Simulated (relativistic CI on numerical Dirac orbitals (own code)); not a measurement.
d4 in a ligand field

Computed with a parametric ligand-field model of a d^n configuration (Racah B and C, spin-orbit zeta, crystal field), exact diagonalisation.

Field parameters in Wybourne normalisation: Oh B⁴₀ = 21Dq, B⁴₄ = √(5/14) B⁴₀; Td as Oh with Dq negative (B⁴₀ = 21Dq, B⁴₄ = √(5/14) B⁴₀). The field is a parameter set, without covalency.

Lowest levels for B = 490, C = 1730, ζ = 230 cm⁻¹, Oh, 10Dq = 37650 cm⁻¹?

A1 0 (S 1.00), T1 125 (S 1.00), T2 348 (S 1.00), E 349 (S 1.00), T2 5972 (S 0.00), E 6497 (S 0.00), A1 14033 (S 0.00), A2 26614 (S 2.00), T2 26614 (S 2.00) cm⁻¹, with S from ⟨S²⟩ = S(S + 1). The ground level has 0.01 electrons in the cubic e pair.

Lowest levels for B = 570, C = 2640, ζ = 400 cm⁻¹, Oh, 10Dq = 5300 cm⁻¹?

A1 0 (S 2.00), T1 24 (S 2.00), E 48 (S 2.00), T2 67 (S 2.00), A2 86 (S 2.00), T2 5178 (S 2.00), T1 5187 (S 2.00), A1 5197 (S 2.00), T1 5477 (S 2.00) cm⁻¹, with S from ⟨S²⟩ = S(S + 1). The ground level has 1.01 electrons in the cubic e pair.

Lowest levels for B = 960, C = 4960, ζ = 270 cm⁻¹, Td, 10Dq = -4250 cm⁻¹?

A1 0 (S 2.00), T1 16 (S 2.00), T2 29 (S 2.00), E 220 (S 2.00), T1 228 (S 2.00), T2 364 (S 2.00), A2 4418 (S 2.00), T2 4423 (S 2.00), E 4428 (S 2.00) cm⁻¹, with S from ⟨S²⟩ = S(S + 1). The ground level has 1.99 electrons in the cubic e pair.

Lowest levels for B = 750, C = 3850, ζ = 400 cm⁻¹, Oh, 10Dq = 29400 cm⁻¹?

A1 0 (S 1.01), T1 221 (S 1.01), E 603 (S 1.00), T2 610 (S 1.00), A2 7194 (S 2.00), T2 7203 (S 2.00), E 7212 (S 2.00), T1 7221 (S 2.00), A1 7229 (S 1.99) cm⁻¹, with S from ⟨S²⟩ = S(S + 1). The ground level has 0.03 electrons in the cubic e pair.

Lowest levels for B = 430, C = 1980, ζ = 660 cm⁻¹, Oh, 10Dq = 26000 cm⁻¹?

A1 0 (S 1.00), T1 428 (S 1.00), T2 1051 (S 1.00), E 1055 (S 1.00), T2 6667 (S 0.03), E 7159 (S 0.02), A1 14450 (S 0.06), A2 14723 (S 2.00), T2 14731 (S 2.00) cm⁻¹, with S from ⟨S²⟩ = S(S + 1). The ground level has 0.02 electrons in the cubic e pair.
